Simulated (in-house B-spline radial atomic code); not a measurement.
How numerical settings move a run on neutral potassium, [Ar] 4s1. Computed with a B-spline radial code for spherical atoms: scalar-relativistic (X2C) AM05, spherical fractional occupations, Fermi nucleus of rms radius 3.4349 fm.

Command:
```bash
python run_scf.py task.json out
```
Settings of the sound reference run:
```
Z                19
electrons        19
configuration    [Ar] 4s1
hamiltonian      x2c
method           am05
spin_polarised   False
nucleus          fermi
rms_radius       3.4349
mass_number      39
atomic_mass      38.96371
speed_of_light   137.036
knot_spacing     0.22
spline_order     8
gauss_points     12
box_radius       50
max_iterations   70
damping          0.5
damped_steps     3
diis_vectors     10
tolerance        1e-08
start            Thomas-Fermi
```

Run time, properties included: 0.34 s on 1 thread of Arm Neoverse N1 (shared host).

It converges in 10 iterations to -600.627647 hartree, with 4s at -2.26377 eV. The other runs change the listed settings, some to values that make no sense; their results aren't properties of the atom or ion. Radii are in bohr (the nuclear one in fm), a minus after a letter asks for a j subshell, and «unchanged» means within 1e-8 hartree. The run stops when the residual is below 10 × tolerance × max(1, Z/10), or a noise floor if that is larger, and the energy moves by less than 1e-8 × √|E| hartree; so very loose and very tight tolerances often act alike.

| changed settings | outcome |
| --- | --- |
| spline_order = 10 | converged in 10 iterations, energy -3.25e-08 hartree from the reference, 4s level -7.2e-06 eV |
| gauss_points = 5 | converged in 10 iterations, energy -5.90e-08 hartree from the reference |
| gauss_points = 3 | converged in 19 iterations, energy -4.64e+04 hartree from the reference, 4s level -9.0e+00 eV |
| spline_order = 3 | converged in 10 iterations, energy +1.17e-02 hartree from the reference, 4s level +2.7e-04 eV |
| spline_order = 7 | converged in 10 iterations, energy +6.54e-07 hartree from the reference, 4s level -8.0e-06 eV |
| max_iterations = 60, damping = 0.8, damped_steps = 1, tolerance = 0.001, start = bare nucleus | converged in 9 iterations, energy unchanged, 4s level +2.2e-05 eV |
| electrons = 20, configuration = [Ar] 4s1 5s-1, max_iterations = 100 | stopped with error: j subshells need the Dirac Hamiltonian and l > 0 |
| gauss_points = 16 | converged in 10 iterations, energy +6.56e-08 hartree from the reference, 4s level +4.3e-07 eV |
| spline_order = 4 | converged in 10 iterations, energy +1.65e-04 hartree from the reference, 4s level -2.2e-06 eV |
| damping = 0.95 | converged in 11 iterations, energy unchanged |
| spline_order = 6 | converged in 10 iterations, energy -8.69e-07 hartree from the reference, 4s level -5.6e-06 eV |
| spline_order = 7, max_iterations = 50, damping = 0.95 | converged in 11 iterations, energy +6.54e-07 hartree from the reference, 4s level -8.2e-06 eV |
| electrons = 22, configuration = [Ar] 4s1 5s3, max_iterations = 100 | stopped with error: shell 5s holds at most 2 electrons |
| damping = 0.2 | converged in 10 iterations, energy unchanged, 4s level -1.8e-06 eV |

Q: What happens with gauss_points = 8?

A: Converged in 10 iterations, energy unchanged.

Q: What happens with knot_spacing = 0.75, max_iterations = 2, damped_steps = 0, diis_vectors = 20?

A: Not converged after 2 iterations, last residual 4.3e-01, last energy +1.13e+00 hartree from the reference.

Q: What happens with gauss_points = 6?

A: Converged in 10 iterations, energy -5.99e-08 hartree from the reference, 4s level -4.1e-07 eV.

Q: What happens with spline_order = 5?

A: Converged in 10 iterations, energy +6.31e-06 hartree from the reference, 4s level +1.0e-06 eV.
